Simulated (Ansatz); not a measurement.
Question: Predict a relaxed structure of InH2(CH2SiH3) (CH₇InSi), charge 0, singlet, at B3LYP-D4/def2-SVP (Ansatz).

Answer: 
```xyz
10

In    0.777    1.777    0.096
H     2.445    1.891    0.580
H    -0.332    3.097    0.328
C     0.053   -0.080   -0.821
Si   -0.630   -1.323    0.409
H    -0.735    0.188   -1.544
H     0.893   -0.534   -1.372
H     0.419   -1.705    1.404
H    -1.777   -0.733    1.167
H    -1.114   -2.578   -0.247
```
Point group Cs (tolerance 0.1 Å). This is one stationary point.

In the def2 sets In takes a core potential; there is no spin–orbit coupling.
